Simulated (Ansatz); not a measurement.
Molecule: HgCl$_{2}$, net charge 0, singlet state. 
Coordinates optimised at B3LYP-D3(BJ)/def2-TZVP (Ansatz, a quantum-chemistry and plane-wave program):
SMILES: [Cl][Hg][Cl]
```xyz
3

Hg     0.0000     0.0000     0.0000
Cl     0.0000     0.0000    -2.2848
Cl     0.0000     0.0000     2.2848
```
Charge 0, spin multiplicity 1.

Total electronic energies in hartree. Cores are frozen in the correlated levels unless marked. Spin-orbit coupling is left out. Frozen are the shells of the preceding noble gas and the d and f shells that filled before the atom's block. In def2 rows, elements after Kr have scalar-relativistic effective core potentials. Basis-set limits of correlation are two-point, X^-3; Hartree-Fock from the larger set. [CCSD(T)-MP2]/basis is that difference in the basis named.

```csv
level,program,energy (Eh)
RI-HF/def2-QZVPP,Ansatz,-1071.64917
r2SCAN-D3(BJ)/def2-TZVPD,Ansatz + dftd3,-1073.99535
B3LYP-D4/def2-TZVPD,Ansatz + dftd4,-1074.07449
BHLYP-D3(BJ)/def2-TZVPD,Ansatz + dftd3,-1073.86255
BHLYP-D4/def2-TZVPD,Ansatz + dftd4,-1073.86180
r2SCANh-D4/def2-TZVPD,Ansatz + dftd4,-1073.96867
HSE06-D4/def2-TZVPD,Ansatz + dftd4,-1073.66859
CAM-B3LYP-D3(BJ)/def2-TZVPD,Ansatz + dftd3,-1073.97572
CAM-B3LYP-D4/def2-TZVPD,Ansatz + dftd4,-1073.97546
LC-wPBE-D3(BJ)/def2-TZVPD,Ansatz + dftd3,-1073.76039
MP2/def2-TZVPPD,Ansatz,-1072.43064
CCSD/def2-TZVPPD,Ansatz,-1072.42457
"RI-MP2/CBS(def2-TZVPPD,def2-QZVPPD)+[CCSD(T)-MP2]/def2-SVPD",Ansatz,-1072.5885
"RI-MP2/CBS(def2-TZVPP,def2-QZVPP)+[CCSD(T)-MP2]/def2-TZVPP",Ansatz,-1072.5965
"RI-MP2/CBS(def2-TZVPPD,def2-QZVPPD)+[CCSD(T)-MP2]/def2-TZVPPD",Ansatz,-1072.5953
```

Totals of different functionals don't rank their quality; only differences between species are comparable.
